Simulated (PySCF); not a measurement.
A GIAO shielding run with PySCF (density fitting, non-relativistic, gas phase) on SMILES CC#C[C@@H](F)[C@H](F)[SiH2]SC, C$_{6}$H$_{10}$F$_{2}$SSi:

```
$ OMP_NUM_THREADS=1 python probes_run.py task.json out

{"job": {"kind": "nmr", "xc": "PBE0", "basis": "pcSseg-1"}, "charge": 0, "multiplicity": 1}
C      4.758267     0.111379    -0.555706
C      3.336689     0.246349    -0.349445
C      2.161740     0.356851    -0.138151
C      0.726687     0.474583     0.021295
F      0.248580     1.563801    -0.702290
C     -0.018268    -0.781814    -0.426679
F      0.514922    -1.266406    -1.609984
Si    -1.876978    -0.438963    -0.733415
S     -2.651081     0.107767     1.183029
C     -4.402704     0.308409     0.737748
H      4.957365    -0.118540    -1.601695
H      5.262973     1.039752    -0.290651
H      5.145833    -0.695121     0.065723
H      0.460603     0.679111     1.068368
H      0.156233    -1.567605     0.316333
H     -2.064011     0.629860    -1.703852
H     -2.502519    -1.688668    -1.160529
H     -4.504162     1.116186     0.020824
H     -4.780831    -0.619192     0.321091
H     -4.934485     0.552940     1.650927
```

Hardware: 1 thread of an Arm Neoverse N1, shared host. The job also computes population analyses, field gradients.

Q: How large is the calculation?

A: 94 electrons, 234 basis functions and 1258 auxiliary functions.

Q: How long does it take, and how much memory does it need?

A: 95 s of wall time, with 14 SCF cycles and 5 response iterations; peak memory 0.99 GiB. Times on a shared host scatter by some tens of per cent.
